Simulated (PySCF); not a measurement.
Working out the ionisation energy of Se

Se [Ar] 3d10 4s2 4p4 (3P) → Se+ [Ar] 3d10 4s2 4p3 (4S). Computed with PySCF 2.14 in Sapporo-DKH3-DZP-2012 (6s5p3d1f, 43 functions), with scalar relativity by spin-free X2C-1e. Frozen: [Ar] 3d10. Energies in hartree (1 hartree = 27.21139 eV):

```json
{"part": "UHF", "Se (lower)": "-2428.010329", "Se+ (upper)": "-2427.698462"}
{"part": "CCSD correlation", "Se (lower)": "-0.090932", "Se+ (upper)": "-0.073173"}
{"part": "(T)", "Se (lower)": "-0.001311", "Se+ (upper)": "-0.000830"}
```

What does Hartree-Fock give?

(-2427.698462) − (-2428.010329) = 0.311867 hartree = 8.486 eV.

What do CCSD and CCSD(T) give?

The CCSD correlation energies differ by 0.017759 hartree = 0.483 eV and the triples by 0.000481 hartree = 0.013 eV, so CCSD gives 8.969 eV and CCSD(T) 8.982 eV.

Measured between the centres of the two terms (NIST): 9.635 eV, so CCSD(T) (valence) is off by -0.653 eV.

A double-zeta basis recovers only part of the correlation energy.

What remains against the reference includes basis incompleteness, the frozen core and higher excitations.
